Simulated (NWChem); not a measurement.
# Correlation energy of Te

```
Te
```
Charge 0, spin multiplicity 3.

Everything below was run with NWChem.

Basis set: def2-TZVP. Each correlation energy counts from its own Hartree-Fock reference.

Effective core potentials replace the inner electrons of Te; spin-orbit coupling is left out. The correlated methods keep 4 core orbitals frozen. The stability of the SCF solutions was not checked. Open-shell Hartree-Fock references start from PBE0 orbitals. Coupled-cluster values serve here as a point of comparison, not as the truth.

| method | correlation energy (mHa) |
|---|---|
| CCSD on UHF | … |
| CCSD on ROHF | -398.8 |
| SCS-UMP2 | -359.2 |
| CCSD(T) on ROHF | -405.7 |
| CCSD(T) on UHF | -400.6 |
| CCSD[T] on ROHF | -405.8 |
| CCSD[T] on UHF | -400.8 |
| UMP2 | … |

Question: Some entries are withheld; supply them.

Answer: 
- CCSD on UHF, correlation energy (mHa): -394.1
- UMP2, correlation energy (mHa): -410.2
